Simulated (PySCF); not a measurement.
An unknown shows these calculated signals:

1H NMR (500 MHz, computed): δ 5.00 (m, 1H), 4.91 (m, 1H), 4.65 (m, 1H), 4.30 (m, 1H), 4.01 (m, 1H), 3.57 (s, 3H), 3.00 (m, 1H), 0.40 (br s, 2H), 0.20 (m, 1H), 0.11 (m, 1H), -0.09 (m, 1H), -0.38 (m, 1H).

13C{1H} NMR (computed): δ 66.7 (CH), 62.4 (CH3), -0.2 (CH2), -12.4 (CH2).

- geometry: GFN2-xTB
- shieldings: GIAO PBE0/pcSseg-1
- code: PySCF 2.14
- no relativistic terms, averaged over atoms made equivalent by symmetry, fast rotation or ring inversion, a single conformation, in vacuum

Scale: 1H (σ = 31.72 ppm) and 13C (σ = 186.93 ppm) vs TMS (reference shieldings calculated alike).

**Question.** Which of these does the molecule contain: a Si–CH3 group, a methoxy group, a vinyl group CH=CH2, an NH or NH2 group, a Si–H bond, an OH group?

**Answer.** 
- A Si–CH3 group: no.
- A methoxy group: yes (δC 62.4; δH 3.57 (s)).
- A vinyl group CH=CH2: no.
- An NH or NH2 group: yes (δH 0.40 (br s)).
- A Si–H bond: yes (δH 5.00 (m), 4.01 (m)).
- An OH group: no.

The data belong to `CO[C@@H]1[SiH2]C[SiH2]C[Si@@H]1N`, C$_{4}$H$_{15}$NOSi$_{3}$; they needn't prove each group on their own.

Carbon signals by region: 2 at 50–100 ppm, 2 below 50 ppm.

OH/NH shifts are gas-phase values; hydrogen bonding in solution moves them, usually downfield. Shifts are as computed. Against solution values, carbons near 30 ppm lie about +3 ppm off and those near 130 ppm about +5 ppm. Of 1211 compounds with measured shifts, 218 miss one by over three times the rms of a fit or turn the order of signals round; such compounds aren't used in these exercises. No couplings were computed; multiplicities are counted from neighbouring protons, with m where these are inequivalent, close in shift, in a saturated or five-membered ring or joined by F or P, and br s for small geminal =CH2 splittings.
